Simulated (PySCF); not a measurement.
Work out the structure from these simulated measurements.

Formula: C7H13NSi.

* Triplet: lowest triplet excitation (Tamm–Dancoff): 3.41 eV [TDA PBE0/def2-SVPD]
* Rotational structure: rotational constants A, B, C: 2.419, 0.787, 0.711 GHz [PBE0-D3(BJ)/def2-SVP]
* 13C NMR: chemical shifts (computed TMS as zero) by class: 176.7 (1 C), 84.4 (1 C), 77.4 (1 C), 29.0 (1 C), 21.9 (2 C), 20.3 (1 C) ppm [GIAO PBE0/pcSseg-1]
* Polarisability: 118.4 au [PBE0/def2-SVPD]
* NMR, other nuclei: isotropic shieldings of nuclei other than C and H, by class: -159 (1 N), 355 (1 Si) ppm [GIAO PBE0/pcSseg-1]
* Dipole: 1.61 D [PBE0/def2-SVPD]

Electronic properties: PySCF, gas phase, density fitting. Levels stand in brackets. One conformer (not necessarily the lowest) at the PBE0-D3(BJ)/def2-SVP geometry, without solvent, vibrations or thermal averaging. NMR classes are plain means over equivalent atoms (diastereotopic ones count apart unless rotation or inversion swaps them), as if these changed places fast.

Question: Give a SMILES that accounts for the data.

Answer: Numbering: `[CH:1]#[C:2][CH2:3][C:4]([CH3:5])([CH3:6])[SiH2:7][N:8]=[CH2:9]`. Its formula, C7H13NSi, gives 3 degrees of unsaturation: 0 rings and 3 π bonds in the structure found. 7 carbons fall into 6 classes; from least to most shielded: C=N carbon [C9] (176.7 ppm), alkyne carbon [C2] (84.4 ppm), terminal alkyne carbon [C1] (77.4 ppm), propargylic carbon [C3] (29.0 ppm), methyl carbon [C5/C6] (21.9 ppm, 2 C), sp3 carbon bound to silicon [C4] (20.3 ppm). The other shieldings belong to: -159 ppm, C=N nitrogen [N8]; 355 ppm, SiH2 silicon [Si7]. The optimised geometry has point group C1 and is an asymmetric top. Structure: `C#CCC(C)(C)[SiH2]N=C`. Computed isomers that give other values at the same levels: `CCc1cc(C)n([SiH3])c1` (13C chemical shifts (computed TMS as zero) by class: 137.0 (1 C), 134.2 (1 C), 126.7 (1 C), 117.9 (1 C), 23.8 (1 C), 20.0 (1 C), 14.6 (1 C) ppm); `CC#C[C@H]1CCN([SiH3])C1` (rotational constant A: 3.467 GHz; this holds for the one conformer computed); `C=C(C)/C=N\[SiH2]C(=C)C` (13C chemical shifts (computed TMS as zero) by class: 184.3 (1 C), 149.6 (1 C), 148.4 (1 C), 137.5 (1 C), 127.2 (1 C), 24.4 (1 C), 21.8 (1 C) ppm). The assignments are read from this structure; whether some other isomer fits the data as well wasn't checked.

The values belong to the conformer `[CH:1]#[C:2][CH2:3][C:4]([CH3:5])([CH3:6])[SiH2:7][N:8]=[CH2:9]`: C2–C3–C4–C5 -62°, C3–C4–Si7–N8 -58°, C4–Si7–N8–C9 -123°.
